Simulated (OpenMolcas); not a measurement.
# Lines of O I: computed and rescaled rates

```yaml
Program: OpenMolcas 26.06
Method: CASSCF
Basis: ANO-R3 [4s4p2d1f]
Scalar_Hamiltonian: X2C, finite nucleus
Active_space: 6 electrons in 4 orbitals (2s 2p)
State_averaging: 2S+1 = 3 even, 3 roots; 2S+1 = 1 even, 6 roots
Spin-orbit_coupling: state interaction with AMFI integrals over the reference wave functions, term energies averaged over their components
```

Rates come from the transition moments of the reference wave functions (E1 and E2 in the length form). At fixed line strength A goes as λ^-3 for E1 and M1 and as λ^-5 for E2, so a rate at the computed wavelength can be rescaled to the measured one. Measured vacuum wavelengths follow from level energies in NIST Handbook of Basic Atomic Spectroscopic Data. Branching counts decays inside the model space alone, at computed energies, and the table is only a selection of the E2 and M1 lines, drawn from those between levels with measured partners whose computed energy lies within a factor of 1.5 of the measured one.

```json
{"Upper": "2s² 2p⁴ ¹S₀", "Lower": "2s² 2p⁴ ¹D₂", "Type": "E2", "λ computed (nm)": "702", "λ measured (nm)": "557.9", "A computed (s-1)": "4.18e-01", "A rescaled (s-1)": "1.32e+00", "Branching %": "85.4"}
{"Upper": "2s² 2p⁴ ¹S₀", "Lower": "2s² 2p⁴ ³P₁", "Type": "M1", "λ computed (nm)": "314.9", "λ measured (nm)": "297.3", "A computed (s-1)": "7.15e-02", "A rescaled (s-1)": "", "Branching %": "14.6"}
{"Upper": "2s² 2p⁴ ¹D₂", "Lower": "2s² 2p⁴ ³P₂", "Type": "M1", "λ computed (nm)": "566.2", "λ measured (nm)": "630.2", "A computed (s-1)": "7.71e-03", "A rescaled (s-1)": "", "Branching %": "75.2"}
{"Upper": "2s² 2p⁴ ¹D₂", "Lower": "2s² 2p⁴ ³P₁", "Type": "M1", "λ computed (nm)": "571", "λ measured (nm)": "636.6", "A computed (s-1)": "2.51e-03", "A rescaled (s-1)": "", "Branching %": "24.4"}
{"Upper": "2s² 2p⁴ ³P₁", "Lower": "2s² 2p⁴ ³P₂", "Type": "M1", "λ computed (nm)": "67490", "λ measured (nm)": "63190", "A computed (s-1)": "7.35e-05", "A rescaled (s-1)": "8.95e-05", "Branching %": "100.0"}
{"Upper": "2s² 2p⁴ ³P₀", "Lower": "2s² 2p⁴ ³P₁", "Type": "M1", "λ computed (nm)": "138000", "λ measured (nm)": "145500", "A computed (s-1)": "2.06e-05", "A rescaled (s-1)": "1.76e-05", "Branching %": "100.0"}
```

Spin-changing lines and M1 lines between different terms are not rescaled, since their strength hangs on the term gaps too.

The largest correction is for 2s² 2p⁴ ¹S₀ → 2s² 2p⁴ ¹D₂ (E2): 4.18e-01 × (702 / 557.9)^5 = 1.32e+00 s-1, a factor of 3.15.

The computed rate and branching of 2s² 2p⁴ ³P₁ → 2s² 2p⁴ ³P₂ give the upper level a radiative lifetime of 1.000 / 7.35e-05 s-1 = 1.36e+04 s, counting decays inside the model space alone. The rescaled rate gives about 1.1e+04 s.

No measured rate stands beside these. Rescaling mends the energy factor alone: line strengths can still be far off where a level mixes with configurations outside the active space, and weak or spin-changing lines hang on small mixing coefficients that depend on the term gaps too, so rescaling need not improve them.

Without dynamic correlation excited terms often stand tens of per cent too high (terms of higher spin than the ground term too low), and those without a measured partner can miss by more than the paired ones. Measured partners are found by configuration, term and J. A level has none where our copy of the source lacks it or the pairing is in doubt (some pairs that miss far off the trend of their configuration count as doubtful). Only configurations of the active space appear.
